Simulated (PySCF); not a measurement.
Simulation results for BH5NSi

All values are calculated (PySCF 2.14.0). Calculation on a computer-drawn molecule: optimised geometry and harmonic frequencies of an isolated molecule of the commonest isotopes, restricted reference for singlets and unrestricted otherwise, frozen core in MP2.

```json
{"formula": "BH5NSi", "start_structure": {"atoms_angstrom": [["N", -0.63, 1.9267, -1.2193], ["B", -0.0671, 0.6645, -1.6343], ["Si", -1.0318, -0.9345, -1.2611], ["H", -0.1043, 2.7795, -1.4598], ["H", -1.5327, 2.0625, -0.8158], ["H", 0.97, 0.7623, -2.1724], ["H", -2.2798, -1.0836, -0.6036], ["H", -0.607, -2.3187, -1.61]]}, "given": {"charge": 0, "multiplicity": 2, "method": "HF", "basis": "cc-pV(D+d)Z", "drawn_bonds_atom": [1, 2, 1, 1, 2, 3, 3], "drawn_bonds_other_atom": [2, 3, 4, 5, 6, 7, 8], "drawn_bonds_order": [1, 1, 1, 1, 1, 1, 1]}, "results": {"total_energy [hartree]": null, "spin_squared": null}}
```

**Q.** Estimate the total energy of BH5NSi.
**A.** -370.9808 hartree

**Q.** What spin squared does the calculation give for BH5NSi?
**A.** 0.7618

Further results for BH5NSi:

- rotational constants: 38, 4.589, 4.132 GHz
- convergence status largest gradient component: 5.41e-06 hartree/bohr

Optimised structure:
```xyz
8
BH5NSi
N     -0.6093     1.9257    -1.2371
B     -0.1200     0.7047    -1.6860
Si    -1.1964    -1.0060    -1.5432
H     -0.1005     2.7799    -1.3390
H     -1.4899     2.0404    -0.7798
H      0.9581     0.6881    -2.2193
H     -2.3083    -1.0129    -0.5551
H     -0.4164    -2.2612    -1.4168
```

Modes:
```csv
frequency (cm⁻¹),reduced mass (dalton)
175.1,1.162
241.5,2.279
451.1,1.116
547.5,2.061
593.1,1.207
623.4,1.459
665.9,1.689
952.6,1.155
963.9,1.121
1010,1.072
1213,1.504
1392,3.539
1759,1.206
2274,1.039
2299,1.044
2680,1.095
3806,1.051
3907,1.099
```
